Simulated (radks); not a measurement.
Q: The mean radii <r> (bohr) of the occupied orbitals of an atom or ion are listed with their occupations. Calculated with a radial shooting solver on a logarithmic mesh with Libxc functionals: scalar-relativistic Kohn-Sham, SCAN, spin-unpolarised, spherical densities, finite nucleus; meta-GGA in the generalised Kohn-Sham scheme; Fermi nuclear charge, rms radius of each element as measured or else 0.836 A^(1/3) + 0.57 fm.

| orbital | occ. | <r> |
|---|---|---|
| 1s | 2 | 0.03111 |
| 2s | 2 | 0.1348 |
| 2p | 6 | 0.1177 |
| 3s | 2 | 0.3676 |
| 3p | 6 | 0.3670 |
| 3d | 10 | 0.3458 |
| 4s | 2 | 0.9148 |
| 4p | 6 | 1.003 |
| 4d | 10 | 1.413 |
| 5s | 1 | 3.133 |

Name the element and its charge.

A: Z = 47, silver, charge 0: Ag in [Kr] 4d10 5s1. The 1s radius gives Z: for a bare nucleus <r> = (2 gamma + 1)/(2Z) with gamma = sqrt(1 - (Z/c)^2), 0.03062 bohr for Z = 47, and screening makes it slightly larger (0.03111 here). The occupations add up to 47, and the charge is Z minus that.
